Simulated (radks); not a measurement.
Initial-state core-level shifts of the platinum ion Pt+ when its valence configuration changes from [Xe] 4f14 5d9. Method: scalar-relativistic Kohn-Sham, r2SCAN, spin-polarised, spherical densities, finite nucleus; open shells are filled with parallel spins first (spin-orbit coupling, left out, can overturn this in heavy ions); meta-GGA in the generalised Kohn-Sham scheme; Fermi nuclear charge, rms radius 5.427 fm; computed with a radial shooting solver on a logarithmic mesh with Libxc functionals. Shifts are changes of the shell-averaged eigenvalues in eV (positive: less bound); the change of the density at the nucleus, which sets a Mossbauer isomer shift, is in e/bohr^3, on a base of 2.116e+06.

valence                3p       4s       4p       5s  density at nucleus
4f14 5d8 6p1       -5.064   -5.053   -5.053   -4.928               +10.0
4f13 5d10         -14.688  -12.611  -12.060   -4.039              +127.5
4f14 5d7 6p2      -10.123  -10.088  -10.088   -9.760               +23.5
4f13 5d8 6p2      -25.355  -23.225  -22.672  -14.264              +151.8
4f13.5 5d9.5       -7.271   -6.272   -6.002   -2.031               +63.0
4f14 5d8.5 6s0.5   -1.654   -1.646   -1.647   -1.579               +82.5
4f13 5d9 6p1      -20.056  -17.961  -17.409   -9.235              +138.0
4f14 5d8 6s1       -3.336   -3.318   -3.319   -3.173              +172.7
4f13 5d9 6s1      -18.279  -16.175  -15.625   -7.426              +302.4
